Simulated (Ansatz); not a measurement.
C3H6FNSi (`NC1(F)C=C[SiH2]1`): the same geometry under several functionals.

```yaml
crystal:
  periodic: [false, false, false]
  atoms:
    - {symbol: N, position_ang: [0.491226, -1.393099, 0.988740]}
    - {symbol: C, position_ang: [0.482781, -0.473655, -0.072541]}
    - {symbol: F, position_ang: [1.480723, -0.772630, -1.033683]}
    - {symbol: C, position_ang: [0.621041, 0.970012, 0.356845]}
    - {symbol: C, position_ang: [-0.485194, 1.621862, -0.027642]}
    - {symbol: Si, position_ang: [-1.195408, 0.102808, -0.821292]}
    - {symbol: H, position_ang: [1.379026, -1.412420, 1.477566]}
    - {symbol: H, position_ang: [0.249180, -2.329227, 0.695780]}
    - {symbol: H, position_ang: [1.490529, 1.361400, 0.887048]}
    - {symbol: H, position_ang: [-0.711696, 2.664477, 0.152775]}
    - {symbol: H, position_ang: [-1.278207, 0.085818, -2.305296]}
    - {symbol: H, position_ang: [-2.446998, -0.480548, -0.264197]}
basis:
  gaussian: {orbitals: def2-TZVPP}
hamiltonian: {xc: {name: PBE-QIDH}}
```

```sh
$ ansatz run in.yaml --threads 4 --pin off --events-out ev --progress --plain
```

Output, abridged:

```
Functional definition: PBE-QIDH
1688 factors; integrals over basis functions are off by at most 1.0e-3 eV
mean field evaluation 1: about -15264.5705 eV, gradient 4.7e1 eV
mean field evaluation 2: about -15264.8259 eV, gradient 4.7e1 eV
mean field evaluation 4: about -15269.4973 eV, gradient 2.9e0 eV
mean field evaluation 8: about -15269.5317 eV, gradient 3.4e-1 eV
mean field evaluation 16: about -15269.5319 eV, gradient 2.4e-4 eV
mean field -15269.53193357 eV, -561.1449484982 hartree, gradient 7.1e-6 eV, S^2 0.000000; 0 other end points of the search recorded, 0 dependent functions left out
10 core orbitals not correlated: weight in the atoms' cores, before any rotation towards them, 1.000 or more for the frozen orbitals, at most 0.000 for the correlated occupied ones
reference -15269.53194651 eV, -561.1449489737 hartree; 17, 17 occupied and 254, 254 virtual orbitals, 1688 factors
second order -32.32253026 eV of doubles, -0.00000000 eV of singles
Total energy: -15280.30612326 eV, -561.5408926663 hartree
```

It took 9.5 s on 4 threads of a server CPU on a shared host, with 0.85 GiB of host memory at the peak.

With the line `hamiltonian: {xc: pbe, dispersion: d4}` and forces (abridged; 3.5 s):

```
Functional definition: PBE
mean field evaluation 16: about -15282.5672 eV, gradient 7.6e-4 eV
mean field -15282.56719132 eV, -561.6239853848 hartree, gradient 3.8e-5 eV, S^2 0.000000
Total energy: -15282.84989250 eV, -561.6343744615 hartree
Atom 0 force    -0.251080     0.088440     0.202064 eV/Å
Atom 1 force    -0.229745     0.041320     0.266344 eV/Å
Atom 2 force     0.537381    -0.130673    -0.567760 eV/Å
Atom 3 force     0.304563    -0.118565     0.147862 eV/Å
Atom 4 force    -0.347514     0.262309    -0.116569 eV/Å
Atom 5 force    -0.197027    -0.045063    -0.086459 eV/Å
Atom 6 force     0.300330    -0.011145     0.190300 eV/Å
Atom 7 force    -0.093836    -0.330910    -0.074947 eV/Å
Atom 8 force     0.206366     0.078711     0.117276 eV/Å
Atom 9 force    -0.065280     0.226725     0.030908 eV/Å
Atom 10 force    -0.009156    -0.000508    -0.167332 eV/Å
Atom 11 force    -0.155003    -0.060641     0.058312 eV/Å
Dipole moment:    -0.029112    -0.004416     0.238201 e Å
```

With the line `hamiltonian: {xc: r2scan, dispersion: d4}` and forces (abridged; 7 s):

```
Functional definition: r2SCAN
mean field evaluation 16: about -15290.5941 eV, gradient 8.0e-4 eV
mean field -15290.59410614 eV, -561.9189690639 hartree, gradient 3.8e-5 eV, S^2 0.000000
Total energy: -15290.66331634 eV, -561.9215124917 hartree
Atom 0 force    -0.041035    -0.061732     0.149620 eV/Å
Atom 1 force    -0.289939     0.040358     0.158927 eV/Å
Atom 2 force     0.338239    -0.070549    -0.314757 eV/Å
Atom 3 force     0.157399    -0.009300     0.076947 eV/Å
Atom 4 force    -0.187353     0.143670    -0.062361 eV/Å
Atom 5 force    -0.071825    -0.007025    -0.039951 eV/Å
Atom 6 force     0.041128    -0.008552     0.014476 eV/Å
Atom 7 force     0.006163    -0.033370    -0.008917 eV/Å
Atom 8 force     0.033773    -0.000766     0.013423 eV/Å
Atom 9 force     0.011799     0.000834     0.006616 eV/Å
Atom 10 force     0.001542    -0.000322     0.013717 eV/Å
Atom 11 force     0.000108     0.006754    -0.007737 eV/Å
Dipole moment:    -0.043519     0.003886     0.238809 e Å
```

With the line `hamiltonian: {xc: {name: B97M-V}}` (abridged; 13 s):

```
Functional definition: B97M-V
mean field evaluation 16: about -15292.0461 eV, gradient 6.6e-4 eV
mean field -15292.04613459 eV, -561.9723301248 hartree, gradient 1.5e-5 eV, S^2 0.000000
Total energy: -15292.04619861 eV, -561.9723324776 hartree
```

Changing it to `hamiltonian: {xc: {name: wB97X-V}}` (abridged; 12 s):

```
Functional definition: wB97X-V
mean field evaluation 16: about -15291.7173 eV, gradient 4.9e-4 eV
mean field -15291.71728153 eV, -561.9602449980 hartree, gradient 5.1e-5 eV, S^2 0.000000
Total energy: -15291.71727940 eV, -561.9602449199 hartree
```

Changing it to `hamiltonian: {xc: lda}` (abridged; 1.8 s):

```
Functional definition: SPW92
mean field evaluation 16: about -15204.7224 eV, gradient 7.9e-4 eV
mean field -15204.72235397 eV, -558.7632403775 hartree, gradient 7.5e-5 eV, S^2 0.000000
Total energy: -15204.72239330 eV, -558.7632418226 hartree
```
